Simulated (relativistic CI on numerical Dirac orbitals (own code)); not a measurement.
## Spin-allowed bands of a d2 ion in an octahedral site, by hand

Problem. Take Δ = 9300 cm⁻¹ and B = 850 cm⁻¹ for a d2 ion in an octahedral site. Calculate the three spin-allowed bands.

Working.
1. The terms of highest spin are 3F (energy 0) and 3P (15B = 12750 cm⁻¹). Here the F term splits into A2 at +1.2Δ = 11160, T2 at +0.2Δ = 1860 and T1 at −0.6Δ = -5580 cm⁻¹.
2. The two T1 states mix through the element 0.4Δ: H = [[-5580, 3720], [3720, 12750]], with roots ½(H₁₁ + H₂₂) ∓ ½√[(H₂₂ − H₁₁)² + 4H₁₂²] = ½(7170) ∓ ½(19782) = -6306 and 13476 cm⁻¹.
3. The ground term is 3T1 at -6306 cm⁻¹.
4. Bands: 3T2 8166 cm⁻¹ (1225 nm), 3A2 17466 cm⁻¹ (573 nm), 3T1(P) 19782 cm⁻¹ (506 nm).

Check. Exact diagonalisation of the whole d2 shell with these parameters gives 3T2 8166, 3A2 17466, 3T1 19782 cm⁻¹. The match is exact, since without spin-orbit coupling no other term has this spin. The ratio of the second band to the first, 2.139, depends on Δ/B = 10.9 alone, which is how a Tanabe-Sugano diagram is read.
